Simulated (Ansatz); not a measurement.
Born–Oppenheimer molecular dynamics of a periodic cell of 17 atoms, Ba$_{16}$H (host Ba, host structure bcc, interstitial H). It starts from a relaxed structure.

The calculation used DFT PBEsol, scalar-relativistic, plane waves, PAW in Ansatz. Settings: cutoff 420 eV, k mesh 2x2x2, fermi-dirac smearing 0.1 eV, no spin polarisation.

```yaml
ensemble: NVT, Langevin thermostat
time_step: 0.5 fs
steps_asked: 300
set_temperature: 1500 K
friction: 0.05 /fs
seed: 522873
```

Frames 0.5 fs apart, positions in Å.

Velocities at 125.0 fs (Å/ps):

```
Ba -2.12 2.51 3.28
Ba 0.10 -4.06 2.02
Ba 0.93 -1.13 -3.04
Ba 3.63 6.20 -1.28
Ba 2.52 -1.83 -4.75
Ba 1.19 -0.82 4.37
Ba -2.81 -5.52 0.36
Ba 5.69 2.26 -4.26
Ba 3.36 -0.88 -3.89
Ba 0.09 5.98 5.79
Ba -1.05 -1.01 1.81
Ba -2.71 -2.91 1.94
Ba 2.50 1.53 -1.02
Ba -0.34 1.16 2.53
Ba -4.12 2.54 0.82
Ba 2.85 -0.64 -7.80
H -19.89 6.28 24.50
```

```xyz
17
Lattice="10.0400 0.0000 0.0000 0.0000 10.0400 0.0000 0.0000 0.0000 10.0400" Properties=species:S:1:pos:R:3 time_fs=125.0 energy_less_start_eV=1.257 T=1601
Ba -0.127 0.003 0.072
Ba 5.001 -0.005 0.407
Ba 0.303 5.053 -0.363
Ba 0.027 -0.019 4.944
Ba 2.584 2.450 2.489
Ba 5.159 4.896 -0.352
Ba 5.127 -0.176 4.876
Ba 7.897 2.649 2.214
Ba 0.027 5.319 4.802
Ba 2.775 7.607 2.293
Ba 2.376 2.300 7.845
Ba 5.035 4.830 5.021
Ba 7.338 7.454 2.332
Ba 7.758 2.139 7.330
Ba 2.402 7.504 7.862
Ba 7.743 7.656 7.288
H 5.049 9.485 2.431
17
Lattice="10.0400 0.0000 0.0000 0.0000 10.0400 0.0000 0.0000 0.0000 10.0400" Properties=species:S:1:pos:R:3 time_fs=125.5 energy_less_start_eV=1.251 T=1594
Ba -0.129 0.004 0.073
Ba 5.001 -0.007 0.408
Ba 0.303 5.053 -0.364
Ba 0.029 -0.016 4.943
Ba 2.586 2.449 2.486
Ba 5.159 4.896 -0.349
Ba 5.126 -0.178 4.876
Ba 7.900 2.650 2.212
Ba 0.029 5.318 4.800
Ba 2.775 7.610 2.296
Ba 2.375 2.300 7.846
Ba 5.033 4.828 5.022
Ba 7.340 7.455 2.332
Ba 7.758 2.139 7.331
Ba 2.400 7.505 7.862
Ba 7.745 7.655 7.284
H 5.038 9.490 2.443
17
Lattice="10.0400 0.0000 0.0000 0.0000 10.0400 0.0000 0.0000 0.0000 10.0400" Properties=species:S:1:pos:R:3 time_fs=126.0 energy_less_start_eV=1.247 T=1586
Ba -0.130 0.004 0.074
Ba 5.002 -0.009 0.409
Ba 0.303 5.052 -0.365
Ba 0.031 -0.014 4.943
Ba 2.588 2.448 2.485
Ba 5.159 4.896 -0.347
Ba 5.125 -0.181 4.877
Ba 7.902 2.651 2.210
Ba 0.031 5.318 4.799
Ba 2.774 7.613 2.300
Ba 2.375 2.300 7.848
Ba 5.032 4.826 5.023
Ba 7.341 7.455 2.331
Ba 7.757 2.139 7.332
Ba 2.398 7.506 7.863
Ba 7.746 7.655 7.279
H 5.025 9.502 2.456
17
Lattice="10.0400 0.0000 0.0000 0.0000 10.0400 0.0000 0.0000 0.0000 10.0400" Properties=species:S:1:pos:R:3 time_fs=126.5 energy_less_start_eV=1.236 T=1509
Ba -0.131 0.005 0.075
Ba 5.002 -0.010 0.410
Ba 0.302 5.053 -0.367
Ba 0.032 -0.011 4.942
Ba 2.590 2.446 2.484
Ba 5.159 4.897 -0.344
Ba 5.124 -0.183 4.877
Ba 7.905 2.652 2.209
Ba 0.032 5.318 4.798
Ba 2.773 7.616 2.303
Ba 2.375 2.299 7.850
Ba 5.030 4.824 5.025
Ba 7.343 7.456 2.330
Ba 7.756 2.140 7.333
Ba 2.396 7.507 7.863
Ba 7.747 7.655 7.275
H 5.011 9.512 2.474
17
Lattice="10.0400 0.0000 0.0000 0.0000 10.0400 0.0000 0.0000 0.0000 10.0400" Properties=species:S:1:pos:R:3 time_fs=127.0 energy_less_start_eV=1.220 T=1413
Ba -0.133 0.005 0.076
Ba 5.003 -0.011 0.412
Ba 0.302 5.053 -0.368
Ba 0.034 -0.010 4.942
Ba 2.592 2.445 2.483
Ba 5.159 4.897 -0.342
Ba 5.123 -0.186 4.877
Ba 7.908 2.654 2.207
Ba 0.034 5.319 4.798
Ba 2.773 7.618 2.306
Ba 2.375 2.298 7.851
Ba 5.029 4.821 5.026
Ba 7.344 7.457 2.329
Ba 7.756 2.140 7.335
Ba 2.394 7.508 7.864
Ba 7.748 7.655 7.271
H 5.001 9.517 2.497
17
Lattice="10.0400 0.0000 0.0000 0.0000 10.0400 0.0000 0.0000 0.0000 10.0400" Properties=species:S:1:pos:R:3 time_fs=127.5 energy_less_start_eV=1.203 T=1454
Ba -0.134 0.005 0.077
Ba 5.004 -0.012 0.413
Ba 0.302 5.053 -0.369
Ba 0.035 -0.008 4.942
Ba 2.595 2.444 2.482
Ba 5.159 4.898 -0.339
Ba 5.123 -0.188 4.878
Ba 7.910 2.655 2.205
Ba 0.035 5.320 4.797
Ba 2.772 7.621 2.309
Ba 2.375 2.297 7.853
Ba 5.028 4.818 5.027
Ba 7.346 7.458 2.329
Ba 7.755 2.140 7.336
Ba 2.393 7.509 7.865
Ba 7.748 7.655 7.267
H 4.998 9.520 2.524
17
Lattice="10.0400 0.0000 0.0000 0.0000 10.0400 0.0000 0.0000 0.0000 10.0400" Properties=species:S:1:pos:R:3 time_fs=128.0 energy_less_start_eV=1.184 T=1386
Ba -0.135 0.005 0.077
Ba 5.005 -0.012 0.414
Ba 0.301 5.053 -0.370
Ba 0.036 -0.006 4.941
Ba 2.597 2.444 2.481
Ba 5.160 4.898 -0.337
Ba 5.122 -0.189 4.878
Ba 7.913 2.656 2.203
Ba 0.036 5.321 4.797
Ba 2.772 7.624 2.313
Ba 2.375 2.296 7.854
Ba 5.027 4.816 5.029
Ba 7.347 7.459 2.329
Ba 7.754 2.140 7.337
Ba 2.390 7.510 7.865
Ba 7.749 7.655 7.264
H 4.996 9.518 2.556
17
Lattice="10.0400 0.0000 0.0000 0.0000 10.0400 0.0000 0.0000 0.0000 10.0400" Properties=species:S:1:pos:R:3 time_fs=128.5 energy_less_start_eV=1.170 T=1363
Ba -0.136 0.005 0.078
Ba 5.006 -0.013 0.416
Ba 0.301 5.053 -0.370
Ba 0.037 -0.004 4.939
Ba 2.599 2.444 2.480
Ba 5.160 4.898 -0.335
Ba 5.121 -0.190 4.880
Ba 7.915 2.658 2.202
Ba 0.037 5.323 4.796
Ba 2.772 7.626 2.316
Ba 2.376 2.294 7.855
Ba 5.026 4.813 5.030
Ba 7.348 7.460 2.329
Ba 7.753 2.141 7.338
Ba 2.388 7.511 7.865
Ba 7.750 7.655 7.261
H 4.994 9.512 2.588
17
Lattice="10.0400 0.0000 0.0000 0.0000 10.0400 0.0000 0.0000 0.0000 10.0400" Properties=species:S:1:pos:R:3 time_fs=129.0 energy_less_start_eV=1.161 T=1274
Ba -0.136 0.005 0.078
Ba 5.006 -0.013 0.417
Ba 0.300 5.053 -0.372
Ba 0.037 -0.001 4.938
Ba 2.600 2.445 2.478
Ba 5.160 4.897 -0.333
Ba 5.119 -0.191 4.881
Ba 7.917 2.659 2.200
Ba 0.039 5.324 4.796
Ba 2.772 7.629 2.319
Ba 2.376 2.293 7.856
Ba 5.025 4.810 5.032
Ba 7.349 7.462 2.329
Ba 7.751 2.142 7.339
Ba 2.386 7.513 7.866
Ba 7.751 7.655 7.258
H 4.992 9.503 2.615
17
Lattice="10.0400 0.0000 0.0000 0.0000 10.0400 0.0000 0.0000 0.0000 10.0400" Properties=species:S:1:pos:R:3 time_fs=129.5 energy_less_start_eV=1.155 T=1242
Ba -0.137 0.005 0.078
Ba 5.007 -0.013 0.419
Ba 0.300 5.053 -0.373
Ba 0.038 0.001 4.937
Ba 2.602 2.445 2.477
Ba 5.161 4.897 -0.332
Ba 5.118 -0.192 4.883
Ba 7.920 2.661 2.198
Ba 0.040 5.325 4.797
Ba 2.772 7.631 2.322
Ba 2.376 2.292 7.856
Ba 5.024 4.807 5.034
Ba 7.350 7.463 2.329
Ba 7.750 2.143 7.340
Ba 2.383 7.514 7.867
Ba 7.752 7.654 7.255
H 4.986 9.490 2.638
17
Lattice="10.0400 0.0000 0.0000 0.0000 10.0400 0.0000 0.0000 0.0000 10.0400" Properties=species:S:1:pos:R:3 time_fs=130.0 energy_less_start_eV=1.149 T=1177
Ba -0.138 0.005 0.078
Ba 5.008 -0.014 0.421
Ba 0.299 5.053 -0.374
Ba 0.039 0.002 4.936
Ba 2.603 2.445 2.476
Ba 5.161 4.897 -0.330
Ba 5.116 -0.193 4.885
Ba 7.922 2.662 2.196
Ba 0.041 5.325 4.797
Ba 2.772 7.634 2.325
Ba 2.376 2.290 7.856
Ba 5.024 4.805 5.035
Ba 7.350 7.464 2.329
Ba 7.749 2.145 7.341
Ba 2.381 7.516 7.867
Ba 7.752 7.654 7.253
H 4.979 9.473 2.661
17
Lattice="10.0400 0.0000 0.0000 0.0000 10.0400 0.0000 0.0000 0.0000 10.0400" Properties=species:S:1:pos:R:3 time_fs=130.5 energy_less_start_eV=1.148 T=1201
Ba -0.139 0.006 0.079
Ba 5.008 -0.014 0.423
Ba 0.298 5.053 -0.376
Ba 0.039 0.002 4.934
Ba 2.604 2.445 2.475
Ba 5.161 4.897 -0.329
Ba 5.115 -0.194 4.887
Ba 7.924 2.663 2.193
Ba 0.043 5.326 4.798
Ba 2.772 7.637 2.329
Ba 2.376 2.289 7.856
Ba 5.023 4.802 5.036
Ba 7.351 7.465 2.329
Ba 7.749 2.146 7.342
Ba 2.379 7.517 7.867
Ba 7.753 7.654 7.250
H 4.976 9.457 2.681
```

Of the whole run (150 fs, mean temperature of the second half 1345 K): The mean temperature of the second half is 10 % below the set value. A run of 0.15 ps of so small a system gives no equilibrium averages. Limits of this set-up: coarse k mesh, odd electron count without spin.

Run time: 14 min on 4 threads of AMD EPYC 9R45 96-Core Processor (Zen 5), on a shared host, peak memory 3.6 GiB.
